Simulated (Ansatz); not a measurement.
Basis-set series for CH₈N₂OSi (`NC(O)N[SiH3]`). Charge 0, multiplicity 1. Geometry: relaxed with PBE0-D4/def2-TZVP. It is one conformer, not always the lowest.

```
functional       basis  functions  energy (Eh)  HOMO (eV)  LUMO (eV)
   PBE0-D4    def2-SVP        114   -516.51797      -6.93       1.17
   PBE0-D4  def2-TZVPP        278   -516.88917      -7.14       0.53
   ωB97M-V    def2-SVP        114   -516.76709      -9.28       2.98
   ωB97M-V  def2-TZVPP        278   -517.14863      -9.51       2.04
```

Question: Give the rows for def2-QZVPP. (An estimate is asked.)

Answer: Ansatz gave: 
```
functional       basis  functions  energy (Eh)  HOMO (eV)  LUMO (eV)
   PBE0-D4  def2-QZVPP        538   -516.91258      -7.19       0.26
   ωB97M-V  def2-QZVPP        538   -517.17070      -9.55       1.49
```

Positive LUMOs are unbound and depend on the basis.
